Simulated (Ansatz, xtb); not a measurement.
Ligand exchange: SiH3Br + H2S → SiH3(SH) + HBr

Species: SiH3Br `[SiH3]Br`, singlet; H2S (hydrogen sulfide) `S`, singlet; SiH3(SH) (sulfanylsilane), singlet; HBr (hydrogen bromide), singlet. The partners trade Br for SH: Si–Br and H–SH bonds give way to Si–SH and H–Br.

Shapes, held fixed at every level: PBE0-D4/def2-TZVP. Programs: Ansatz 0.2.0, xtb 6.7.1. The zero-point and thermal change to 298 K, harmonic and unscaled (PBE0-D4/def2-TZVP), is -1.7 kJ/mol.

| level | kind | ΔH(298 K) (kJ/mol) | less CCSD(T)/def2-TZVPP |
| --- | --- | --- | --- |
| GFN0-xTB | semi-empirical | -25.0 | -58.3 |
| HF/def2-SVP | Hartree–Fock | +39.9 | +6.6 |
| r2SCAN-D4/def2-TZVPP | meta-GGA | +32.8 | -0.5 |
| r2SCAN0-D4/def2-TZVPP | global hybrid | +34.5 | +1.2 |
| B2PLYP/def2-TZVPP | double hybrid | +35.1 | +1.8 |
| CCSD(T)/def2-SVP | coupled cluster or CI | +32.2 | -1.1 |
| CCSD/def2-SVP | coupled cluster or CI | +33.4 | +0.1 |
| CCSD(T)/def2-TZVPP | coupled cluster or CI | +33.3 | 0.0 |

The highest level, CCSD(T)/def2-TZVPP, gives ΔH(298 K) = +33.3 kJ/mol; the levels span -25.0 to +39.9. They disagree on the sign: 7 of 8 are positive. GFN0-xTB strays far from the other rows. The column of differences is taken from that level and isn't an error. No measured value is set beside it here. Relativity is left out for Br. Outer-core shells of Br are correlated, in sets that cover them unevenly.
